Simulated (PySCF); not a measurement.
Computed IR spectrum (relative IR intensity) of a molecule CH7FSi2. Geometry optimised at PBE0-D3(BJ)/def2-SVP. One conformer was computed; it need not be the lowest. All values below come from PBE0-D3(BJ)/def2-SVP in PySCF. Frequencies are harmonic and unscaled.

Lines under 2 % of the strongest are left out, and lines within 2 cm⁻¹ are merged.

```json
[
 {"ν (cm⁻¹)": "285", "relative intensity": "3.1"},
 {"ν (cm⁻¹)": "695", "relative intensity": "4.7"},
 {"ν (cm⁻¹)": "738", "relative intensity": "12"},
 {"ν (cm⁻¹)": "764", "relative intensity": "24"},
 {"ν (cm⁻¹)": "805", "relative intensity": "38"},
 {"ν (cm⁻¹)": "862", "relative intensity": "3.0"},
 {"ν (cm⁻¹)": "909", "relative intensity": "100"},
 {"ν (cm⁻¹)": "944", "relative intensity": "27"},
 {"ν (cm⁻¹)": "950", "relative intensity": "10"},
 {"ν (cm⁻¹)": "955", "relative intensity": "81"},
 {"ν (cm⁻¹)": "962", "relative intensity": "17"},
 {"ν (cm⁻¹)": "1024", "relative intensity": "12"},
 {"ν (cm⁻¹)": "1080", "relative intensity": "36"},
 {"ν (cm⁻¹)": "1372", "relative intensity": "4.3"},
 {"ν (cm⁻¹)": "2229", "relative intensity": "38"},
 {"ν (cm⁻¹)": "2232", "relative intensity": "30"},
 {"ν (cm⁻¹)": "2251", "relative intensity": "61"},
 {"ν (cm⁻¹)": "2257", "relative intensity": "56"}
]
```

### Question
Which molecule gave these data?
A. FC[SiH2][SiH3]
B. F[SiH2]C[SiH3]
C. C[Si@@H](F)[SiH3]
D. FC([SiH3])[SiH3]

### Answer
B, F[SiH2]C[SiH3]
